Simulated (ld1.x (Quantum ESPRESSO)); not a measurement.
What the settings do to the PAW potential of Ni

Base potential:

nickel, PAW, made with ld1.x (Quantum ESPRESSO) 7.5 (LDA (PZ), scalar-relativistic). Core [Ne] 3s2, reference 3p6 3d8 4s1.5 4p0.5. Waves: 4s (bound): rcut 1.75, rcutus 2.40 bohr; 4s channel at 1.1 Ry: rcut 1.75, rcutus 2.40 bohr; 3p (bound): rcut 1.10, rcutus 1.20 bohr; 4p (bound): rcut 1.10, rcutus 1.20 bohr; 3d (bound): rcut 0.90, rcutus 1.20 bohr; 3d channel at 2.1 Ry: rcut 0.90, rcutus 1.20 bohr. Local part: all-electron potential smoothed inside 0.95 bohr (lloc = -1). Core correction: Bessel-smoothed model core inside 0.55 bohr. Augmentation charge: BESSEL, radius 1.00 bohr.

Cutoffs, loose and tight: the cutoffs (Ry, on a coarse ladder) from which the occupation-weighted sum of valence levels, in a spherical-Bessel basis at the reference potential, stays within 10 and 1 mRy of its value at 400 Ry. They do not see the model core or the augmentation charge, which bear on the density cutoff. Test errors are all-electron minus pseudo excitation energies from the reference, over the configurations 3p6 3d8 4s2 4p0; 3p6 3d8 4s1 4p0; 3p6 3d8 4s0 4p0; 3p6 3d9 4s0 4p0; 3p6 3d8 4s1 4p1; 3p6 3d6 4s0 4p0; 3p6 3d7 4s2 4p0 (two spin-polarised tests are not counted in the largest error). A dash means not determined; rows that change the core or the reference have their own tests. The largest error is taken over the tests solved by every variant that gives reliable tests at all: 3p6 3d8 4s0 4p0; 3p6 3d8 4s1 4p0; 3p6 3d8 4s1 4p1; 3p6 3d8 4s2 4p0; 3p6 3d9 4s0 4p0.

A true bound ghost makes a file unfit for plane-wave use even where its test errors are small: the radial tests pick states by their node count and pass the ghost by. Where a test does run into it, the solver fails or the error is huge.

Cutoffs are not given where the Bessel-basis levels miss the radial ones by over 6 mRy, ghosts where they miss by over 20 mRy; a channel whose overlap is not positive is not tested.

A file whose overlap is not positive is unfit for use, and its test errors describe a broken file.

```tsv
change	outcome	cutoff, loose	cutoff, tight	bound ghosts	largest test error (meV)
base	generated, overlap not positive	–	–	not determined (overlap not positive)	+114
all radii but the core radius scaled by about 0.80 (s 1.92, p 0.96, d 0.96 bohr, rcut 1.40/0.88/0.72); local potential all-electron potential smoothed inside 0.76 bohr (lloc = -1); augmentation BESSEL, radius 0.80 bohr	generated, overlap not positive	–	–	s (p not tested, overlap not positive)	-335
all radii but the core radius scaled by about 0.92 (s 2.20, p 1.10, d 1.10 bohr, rcut 1.60/1.02/0.82); local potential all-electron potential smoothed inside 0.88 bohr (lloc = -1); augmentation BESSEL, radius 0.92 bohr	generated	120 Ry	200 Ry	s	+45
all radii but the core radius scaled by about 1.04 (s 2.50, p 1.24, d 1.24 bohr, rcut 1.82/1.14/0.94); local potential all-electron potential smoothed inside 0.98 bohr (lloc = -1); augmentation BESSEL, radius 1.04 bohr	generated, overlap not positive	–	–	not determined (overlap not positive)	+396
all radii but the core radius scaled by about 1.15 (s 2.76, p 1.38, d 1.38 bohr, rcut 2.00/1.26/1.04); local potential all-electron potential smoothed inside 1.10 bohr (lloc = -1); augmentation BESSEL, radius 1.14 bohr	generated, overlap not positive	–	–	not determined (overlap not positive)	+806
all radii but the core radius scaled by about 1.27 (s 3.06, p 1.52, d 1.52 bohr, rcut 2.22/1.40/1.14); local potential all-electron potential smoothed inside 1.20 bohr (lloc = -1); augmentation BESSEL, radius 1.28 bohr	generated, overlap not positive	–	–	s (p not tested, overlap not positive)	+86
all radii but the core radius scaled by about 1.40 (s 3.36, p 1.68, d 1.68 bohr, rcut 2.44/1.54/1.26); local potential all-electron potential smoothed inside 1.32 bohr (lloc = -1); augmentation BESSEL, radius 1.40 bohr	generated	45 Ry	70 Ry	s	+7.7
```

Reading the sweep of the scale of all radii but the core radius (base = 1) (base included, trends over the rows without a ghost): Bound ghosts are found at 0.8, 0.92, 1.27, 1.4. Every judged row has one, so this setting neither creates nor removes them.
